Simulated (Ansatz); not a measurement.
The cluster Cu8Te, relaxed as a singlet with RKS r2SCAN-D4/def2-SVP in Ansatz, starting from the GFN1-xTB geometry. Force threshold 0.03 eV/Å.

In the def2 sets Te takes a core potential; there is no spin–orbit coupling. Another isomer (singlet) lies 0.18 eV lower at PBE0-D4/def2-SVP; other spin states weren't run for this one.

Start:

Cartesian coordinates in Å:
```
Cu 1.5428 0.6715 1.6898
Cu -2.2344 -0.6775 -0.7224
Cu -0.0809 -1.8166 -0.7555
Cu -0.3635 0.4372 -1.8271
Cu 1.7303 -0.1324 -0.6953
Cu -0.6948 -0.2157 1.1546
Cu -1.8476 1.5787 -0.0018
Cu 0.5189 1.9376 -0.1418
Te 1.4292 -1.7827 1.2997
```

Task: Estimate the energy that the relaxation releases and the steps that it takes.

Result: 49.1 kJ/mol, in 6 steps; 2.4 min on 4 threads of Arm Neoverse V1 on a shared host. No frequencies were taken in this run, so the end may be a saddle point.

Task: Does the start keep its bonding?

Result: By distances, no bond broke or formed, bridged metal pairs apart. The bond that changes most is Cu4–Cu6, from 3.07 to 2.57 Å (atoms count from 1). Metal–metal contacts that move far: Cu4–Cu6 3.07 to 2.57 Å.

Task: Predict the relaxed structure.

Result: 
```xyz
9

Cu    1.565    0.657    1.644
Cu   -2.238   -0.669   -0.730
Cu   -0.091   -1.804   -0.761
Cu   -0.396    0.411   -1.677
Cu    1.627   -0.136   -0.608
Cu   -0.519   -0.095    0.837
Cu   -1.894    1.569   -0.011
Cu    0.476    1.939   -0.087
Te    1.469   -1.872    1.392
```
Bond lengths (bridged metal pairs left out): 14 × Cu–Cu 2.32 to 2.57 Å; 4 × Cu–Te 2.54 to 2.72 Å.
